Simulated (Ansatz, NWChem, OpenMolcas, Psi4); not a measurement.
# Errors in the atomisation enthalpy at 298 K

6 molecules holding Si, Ge, B, Al, Ga, P or As; the atomisation enthalpy at 298 K in kJ/mol, computed less measured. Shapes, held fixed at every level: PBE0-D4/def2-TZVP. Flexible molecules stand in one conformer, not always the lowest. Thermal terms are harmonic and unscaled (PBE0-D4/def2-TZVP); the spin-orbit lowering of the free atoms is taken from their spectra. Programs: Ansatz 0.2.0, NWChem 7.3.0, OpenMolcas 26.06, Psi4 1.11. A level may come from different programs for different species; with the same settings they agree closely. Measured values: CRC Handbook of Chemistry and Physics, NIST-JANAF tables.

Levels: A = r2SCAN-D4/def2-TZVPP; B = BHLYP/aug-cc-pVDZ; C = PBE0/aug-cc-pVDZ; D = MP2/def2-SVP.

```tsv
molecule	from tabulated heats	A	B	C	D
B(BO)O (diboron dioxide)	2095	+26	-175	-41	+69
BBrF2 (SMILES FB(F)Br)	1661	+23	-147	-51	+21
BF3 (boron trifluoride)	1944	+10	-173	-81	+32
SiH2F2 (SMILES F[SiH2]F)	1836	-32	-195	-168	-130
PH2(PH2)	1484	-5	-77	-64	-215
SiH3(SiH3) (disilane)	2128	+12	-63	-82	-169
```

**Question.** Sum up the errors.

**Answer.** 
| level | kind | mean error | mean absolute error | worst case |
| --- | --- | --- | --- | --- |
| r2SCAN-D4/def2-TZVPP | meta-GGA | +5.7 | 18.0 | SiH2F2 |
| BHLYP/aug-cc-pVDZ | global hybrid | -138.3 | 138.3 | SiH2F2 |
| PBE0/aug-cc-pVDZ | global hybrid | -81.2 | 81.2 | SiH2F2 |
| MP2/def2-SVP | perturbation theory | -65.3 | 106.0 | PH2(PH2) |

On this set r2SCAN-D4/def2-TZVPP has the smallest mean absolute error and BHLYP/aug-cc-pVDZ the largest. r2SCAN-D4/def2-TZVPP is too high in 4 of 6; BHLYP/aug-cc-pVDZ is too low in 6 of 6; PBE0/aug-cc-pVDZ is too low in 6 of 6. The heats of PH2(PH2) come from older tables and can be uncertain by 10 kJ/mol or more. The tabulated values of B(BO)O, BBrF2, BF3, SiH2F2, SiH3(SiH3) are in doubt (older tables, estimates, or at odds with other calculations) and kept here. Correlated wave functions converge slowly with the basis. Relativity is left out for Br. Outer-core shells of Br are correlated, in sets that cover them unevenly. The set is small.
